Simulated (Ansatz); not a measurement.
closo-1-NB4 (H on N) (B4NH5), 10 atoms. Hardware: 4 threads of Arm Neoverse V1 on a shared host.

Correlated methods freeze 5 core orbitals.

Task: How many basis functions does each of these Ansatz runs have, and roughly what does it cost? CCSD(T)/def2-TZVPP, charge 0 singlet, energy, from earlier orbitals; ωB97M-V/def2-TZVP, charge 0 singlet, energy, from earlier orbitals; PBE0-D4/def2-SVP, charge 0 singlet, energy, from earlier orbitals; HF/def2-TZVP, charge 0 singlet, energy, from earlier orbitals; r2SCANh-D4/def2-TZVP, charge 0 singlet, energy, from earlier orbitals; PBE0-D4/def2-TZVP, charge 0 singlet, energy, from earlier orbitals; PBE0-D4/def2-TZVP, charge 1 doublet at the geometry of the charge 0 singlet, energy, from earlier orbitals; r2SCAN-D4/def2-TZVP, charge 1 doublet at the geometry of the charge 0 singlet, energy, from earlier orbitals; HSE06-D4/def2-TZVP, charge 0 singlet, energy, from earlier orbitals; MP2/def2-TZVP, charge 0 singlet, energy, from earlier orbitals; BHLYP-D4/def2-TZVP, charge 0 singlet, energy, from earlier orbitals; r2SCAN-D4/def2-TZVP, charge 0 triplet at the geometry of the charge 0 singlet, energy, from earlier orbitals.

Result: Other jobs shared the machine, so times can vary by a factor of up to 3. A dash marks memory too small to be measured apart from the calling script's.

| run | functions | fitting or Cholesky vectors | wall time | peak host memory (GiB) |
| --- | --- | --- | --- | --- |
| HF/def2-TZVP, charge 0 singlet, energy, from earlier orbitals | 185 | 1302 | 0.75 s | – |
| PBE0-D4/def2-SVP, charge 0 singlet, energy, from earlier orbitals | 95 | 1078 | 0.8 s | – |
| MP2/def2-TZVP, charge 0 singlet, energy, from earlier orbitals | 185 | 1221 | 1.4 s | – |
| HSE06-D4/def2-TZVP, charge 0 singlet, energy, from earlier orbitals | 185 | 1051 | 1.8 s | – |
| BHLYP-D4/def2-TZVP, charge 0 singlet, energy, from earlier orbitals | 185 | 1225 | 1.8 s | – |
| PBE0-D4/def2-TZVP, charge 0 singlet, energy, from earlier orbitals | 185 | 1051 | 2 s | – |
| r2SCANh-D4/def2-TZVP, charge 0 singlet, energy, from earlier orbitals | 185 | 1051 | 2.7 s | – |
| ωB97M-V/def2-TZVP, charge 0 singlet, energy, from earlier orbitals | 185 | 1051 | 5.5 s | – |
| PBE0-D4/def2-TZVP, charge 1 doublet at the geometry of the charge 0 singlet, energy, from earlier orbitals | 185 | 1051 | 7 s | 0.6 |
| r2SCAN-D4/def2-TZVP, charge 1 doublet at the geometry of the charge 0 singlet, energy, from earlier orbitals | 185 | 1051 | 11 s | – |
| r2SCAN-D4/def2-TZVP, charge 0 triplet at the geometry of the charge 0 singlet, energy, from earlier orbitals | 185 | 1051 | 12 s | – |
| CCSD(T)/def2-TZVPP, charge 0 singlet, energy, from earlier orbitals | 225 | 1323 | 3.6 min | 1.7 |
